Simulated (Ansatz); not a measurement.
Consider the ligand exchange at the Sn–C bond: `F[CH2][SnH3]` + H–F → `[F][SnH3]` + fluoromethane.

Calculated with Ansatz (gas phase, PBE0-D4/def2-TZVP geometries, no zero-point term in ΔE). CBS: MP2 limit from def2 TZ/QZ plus the TZ coupled-cluster correction, frozen cores. This one scheme is used for every species. Functionals use def2-TZVPP. B3LYP here is the variant with VWN-RPA as its local correlation; programs differ in this. Elements past krypton have def2 core potentials. For Sn outer-core shells are correlated without core-valence functions, which leaves a few kJ/mol of doubt a bond.

```tsv
level	ΔE (eV)
BLYP-D4	-1.01
B3LYP	-1.07
```

What does CCSD(T)/CBS give? (Best estimate.)

Computed: -0.91 eV. The listed levels differ from it by -0.10, -0.16 eV.

Largest T1 diagnostic among the species: 0.014.

In def2-TZVPP, CCSD(T) changes the Hartree–Fock value by +0.33 eV (the triples alone add +0.03 eV) and MP2 by +0.35 eV. At CCSD(T), def2-SVP lies −0.12 eV from the extrapolated value and def2-TZVPP +0.03 eV.
